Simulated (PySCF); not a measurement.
PySCF input for CH8ClNSi2, SMILES C[Si@@](N)([SiH3])Cl, PBE/pcSseg-1. Geometry: B3LYP-D3(BJ)/def2-SVP. The structure was generated by enumeration; whether it is a known compound was not checked. One conformer was computed; it need not be the lowest.

```python
import numpy as np
from pyscf import gto, scf, dft
from pyscf.prop.nmr import rks as nmr

mol = gto.M(
    atom='''
    C    -1.20864220   -1.36610374    1.11010888
    Si   -0.30308277    0.05001970    0.28518320
    N    -0.83587061    1.53493235    0.98738107
    Si    2.03307012   -0.04181230    0.41654149
    Cl   -0.72664181   -0.09470933   -1.78756811
    H    -0.99779913   -1.38357598    2.19101210
    H    -0.90426188   -2.32865059    0.67184357
    H    -2.29664474   -1.26076788    0.96598418
    H    -0.38483332    2.40408108    0.71491255
    H    -1.83136326    1.68685029    1.13321472
    H     2.61573059    1.18189158   -0.21177436
    H     2.49420660   -0.11020903    1.83645121
    H     2.54100051   -1.24236851   -0.30945254
    ''',
    basis='pcSseg-1',
    charge=0,
    spin=0,
    max_memory=1600,
    verbose=3,
)
mf = dft.RKS(mol, xc='pbe')
mf.grids.level = 3
mf.conv_tol = 1e-10
mf.max_cycle = 100
mf.kernel()
n = nmr.NMR(mf)
n.verbose = 2
n.max_cycle_cphf = 60
sigma = n.kernel()
print('atom   isotropic/ppm   span/ppm')
for i, s in enumerate(sigma):
    w = np.linalg.eigvalsh((s + s.T) / 2)
    print(f'{mol.atom_symbol(i):2s}{i + 1:3d} {w.mean():14.3f} {w[2] - w[0]:11.3f}')
```

It prints:

```
converged SCF energy = -1136.28551926164
atom   isotropic/ppm   span/ppm
C   1        174.752      25.767
Si  2        316.111      54.892
N   3        213.749      40.796
Si  4        446.031      26.120
Cl  5        802.565     302.600
H   6         30.716      11.063
H   7         30.663       9.523
H   8         30.491       9.502
H   9         30.081      16.052
H  10         30.009      15.892
H  11         27.719       7.897
H  12         27.725       8.885
H  13         27.742       8.133
```

The calculation finished and met its thresholds.
